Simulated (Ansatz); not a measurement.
`C#[C][GeH3]` + `C[SiH2]N` → `C[SiH2][NH][GeH3]` + acetylene  (ligand exchange at a Ge–C bond)

Program: Ansatz. Geometries: PBE0-D4/def2-TZVP. ΔE: electronic, gas phase. CCSD(T)/CBS is the MP2 limit (def2-TZVPP, def2-QZVPP) plus CCSD(T) − MP2 in def2-TZVPP, frozen cores. This one scheme is used for every species. Functionals use def2-TZVPP. HSE06 is defined as in plane-wave codes. For Ge outer-core shells are correlated without core-valence functions, which leaves a few kJ/mol of doubt a bond. Scalar relativity is left out up to krypton. One conformer a species, not always the lowest.

| level | ΔE (kcal/mol) | difference from CCSD(T)/CBS |
| --- | --- | --- |
| PBE-D4 | 2.6 | 1.1 |
| r2SCANh-D4 | 2.3 | 0.8 |
| HSE06-D4 | 2.4 | 0.9 |
| ωB97X-V | 1.7 | 0.2 |
| ωB97M-V | 1.8 | 0.3 |
| PBE-QIDH | 2.4 | 0.9 |
| BLYP | 3.2 | 1.7 |
| PBE0 | 3.2 | 1.7 |
| CCSD/def2-SVP | 0.0 | -1.5 |
| CCSD(T)/def2-SVP | 0.0 | -1.5 |
| HF/def2-TZVPP | 1.8 | 0.3 |
| MP2/def2-TZVPP | 2.0 | 0.5 |
| CCSD/def2-TZVPP | 1.7 | 0.2 |
| CCSD(T)/def2-TZVPP | 1.8 | 0.3 |
| SCS-MP2/def2-QZVPP | 1.7 | 0.2 |
| HF/CBS(def2) | 1.7 | 0.2 |
| CCSD(T)/CBS | 1.5 | 0 |

Problem. What do rigid-rotor, harmonic-oscillator terms from PBE0-D4/def2-TZVP frequencies (298.15 K, 1 bar) make of the CCSD(T)/CBS value? (An estimate is asked.)

Solution. The calculation gave: ΔZPE = -0.6 kcal/mol, ΔH = +1.1 kcal/mol, ΔS = -4 J/(mol·K), ΔG = +1.4 kcal/mol. Modes under 50 cm⁻¹ make the entropy rough.

Largest T1 diagnostic among the species: 0.013.

Leaving LDA and LC-ωPBE aside and taking each functional with its dispersion term where it has one, the values, not all of them listed here, spread over 1.6 kcal/mol, from BHLYP-D4 to PBE-D4. LDA lies −0.7 kcal/mol from PBE without D4. From BLYP to BHLYP (50 % exact exchange), in def2-TZVPP and without D4, ΔE moves by −0.9 kcal/mol.
